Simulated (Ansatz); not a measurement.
`C=C[CH2][InH][F]` + H–F → `F[CH2][InH][F]` + ethylene at 700 K and 1 bar (substitution at a C–C bond).

Isolated molecules relaxed with PBE0-D4/def2-TZVP in Ansatz; ΔE leaves out vibrations. CCSD(T)/CBS adds triple-zeta CCSD(T) − MP2 to the extrapolated MP2 energy (def2 sets, frozen cores). This one scheme is used for every species. Elements past krypton have def2 core potentials. For In outer-core shells are correlated without core-valence functions, which leaves a few kJ/mol of doubt a bond. One conformer a species, not always the lowest.

```tsv
species	CCSD(T)/CBS energy (Eh)	H − E (kJ/mol)	S (J/(mol·K))
`C=C[CH2][InH][F]`	-407.37198	284.3	499.8
H–F	-100.39570	45.2	198.5
`F[CH2][InH][F]`	-429.25055	156.7	429.2
`C=C`	-78.48111	168.9	268.4
```

H − E and S are ideal-gas, rigid-rotor, harmonic terms from PBE0-D4/def2-TZVP, for one conformer and one mirror image of each species. 1 Eh = 2625.50 kJ/mol, R = 8.31446 J/(mol·K).

By hand: ΔE, ΔH, ΔS and ΔG.

ΔE = (-429.25055) + (-78.48111) − (-407.37198) − (-100.39570) = 0.03602 Eh = 94.6 kJ/mol. Δ(H − E) = 156.7 + 168.9 − 284.3 − 45.2 = -3.9, so ΔH = 90.7 kJ/mol. ΔS = 429.2 + 268.4 − 499.8 − 198.5 = -0.7 J/(mol·K). ΔG = 90.7 − 700 × (-0.7)/1000 = 91.2 kJ/mol.

By hand: the equilibrium constant, and the temperature at which ΔG would vanish if ΔH and ΔS stayed fixed.

log₁₀ K = −ΔG/(RT ln 10) = -6.8. ΔH and −TΔS have one sign here, so there is no such temperature. One of them is within its doubt of zero, so this could turn.

The number of gas molecules stays the same, so ΔS is small and ΔH decides. A doubt of 5 kJ/mol in ΔE shifts log₁₀ K by 0.4 here. Other conformers and mirror images would add mixing entropy, several J/(mol·K) or more a flexible species. Modes under 60 cm⁻¹, often nearly free rotors, make the harmonic entropy too high. These are equilibria of isolated gas molecules and say nothing of rates. Largest T1 diagnostic: 0.015 (customary marks: 0.02 for closed shells, 0.045 for open ones).
